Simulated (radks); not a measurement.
Results of a calculation; reference values are marked as such.
Zr I, configuration [Kr] 4d2 5s2 (the NIST ground configuration).

Level of theory: Dirac Kohn-Sham, PBE, spin-unpolarised, spherical densities, point nucleus; open shells fill j = l - 1/2 first (a radial shooting solver on a logarithmic mesh with Libxc functionals).

Energy parts (eV):
total: -97932.736
kinetic: 101207.179
electron-nucleus: -236346.123
Hartree: 40310.562
exchange-correlation: -3104.353

Orbitals (lengths in bohr, moments of r in powers of bohr; <r^-3> diverges for s and p1/2; r(max) is where P^2 peaks; r(90%) holds 90 % of the orbital's charge):
orbital,occ.,eigenvalue (eV),r(90%),<r^-3>,r(max),<r^2>
1s1/2,2,-17817.17,0.0664,-,0.02414,0.001853
2s1/2,2,-2468.210,0.251,-,0.1371,0.03111
2p1/2,2,-2259.327,0.227,-,0.1070,0.02360
2p3/2,4,-2173.469,0.233,2035,0.1106,0.02499
3s1/2,2,-404.4602,0.679,-,0.4084,0.2409
3p1/2,2,-326.7087,0.690,-,0.3963,0.2415
3p3/2,4,-313.0407,0.705,327.8,0.4054,0.2525
3d3/2,4,-176.0055,0.725,46.45,0.3459,0.2456
3d5/2,6,-173.5088,0.730,44.48,0.3486,0.2493
4s1/2,2,-54.4142,1.77,-,1.079,1.670
4p1/2,2,-33.5974,2.01,-,1.163,2.088
4p3/2,4,-31.8250,2.05,42.59,1.188,2.186
4d3/2,2,-3.6408,3.80,2.483,1.589,6.561
4d5/2,0,-3.5125,3.86,2.350,1.603,6.739
5s1/2,2,-4.4256,5.55,-,3.157,15.92
5p1/2,0,-1.5297,7.79,-,4.073,30.10
5p3/2,0,-1.4325,7.99,2.331,4.171,31.68

The highest occupied level is 4d3/2 at -3.641 eV. Summed over all electrons, <r^2> = 65.89 bohr^2, which gives a Langevin (diamagnetic) susceptibility term of -52.2 x 10^-6 cm^3/mol. For comparison, the ionisation energy in NIST's Atomic Spectra Database is 6.634 eV (measured). In exact Kohn-Sham theory the highest level is minus the ionisation energy, but local and semilocal functionals leave it too shallow, through self-interaction and a potential that decays too fast; potentials with the right tail come closer. The density falls to 0.001 e/bohr^3 at r = 5.08 bohr.

Beside tabulated values, note that spin-unpolarised runs miss the spin-polarisation part of the exchange energy of open shells.
